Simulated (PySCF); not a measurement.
Successive ionisation energies of one element at GMP2 (screened spin-orbit), starting from the ion with 11 electrons. Calculated with PySCF 2.14, two-component X2C-1e (Gaussian nucleus, no Breit or QED terms), each ion in its own even-tempered basis; GMP2 freezes the deep shells of the larger ions and drops the highest virtual spinors; eV.

3041.6, 7029.2, 7249.7, 7491.0, 7719.1, 8249.6, 8504.4, 8835.3, 9048.5, 37259.8, 38216.4

(1) Which element is it?

Answers

(1) Tellurium (Te, Z = 52); the list starts at Te⁴¹⁺. The hydrogenic estimate 13.606 eV × (q + 1)²/n² with q = 41 and n = 3 gives 2666.7 eV for the first entry, a lower bound because the other electrons screen the nucleus only in part.
